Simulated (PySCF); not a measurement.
Species: C5H9NS.
SMILES with atom numbers: `[CH3:1]/[N:2]=[CH:3]/[CH:4]=[CH:5]\[S:6][CH3:7]` (hydrogens: H8, H9, H10 on C1; H11 on C3; H12 on C4; H13 on C5; H14, H15, H16 on C7)

Jobs on this species (16 atoms, 62 electrons) with PySCF (density fitting). Hardware of each: one thread of an Arm Neoverse N1 (shared host). Other jobs ran on the host; a repeat could differ by tens of per cent or more.

| level and settings | work | basis functions | SCF cycles | wall time |
| --- | --- | --- | --- | --- |
| PBE0/def2-SVPD | 6 singlets by full TDDFT, 2 Tamm–Dancoff triplets, polarisability, density and orbital grids written | 219 | ? | ? |
| HSE06/6-31G*, fitting basis def2-qzvpp-jkfit | shieldings, charges and field gradients | 120 | 11 | 45 s |
| PBE0/pcSseg-1 | shieldings, charges and field gradients, density and orbital grids written | 171 | 14 | 52 s |

Question: Fill in the missing figures.

Answer: 
- PBE0/def2-SVPD; 6 singlets by full TDDFT, 2 Tamm–Dancoff triplets, polarisability, density and orbital grids written: 73 s, 14 SCF cycles

Question: What do all jobs in the table cost together?

Answer: About 2.8 min; the longest takes about 43 % of that, and about 1.6 times as long as the shortest.
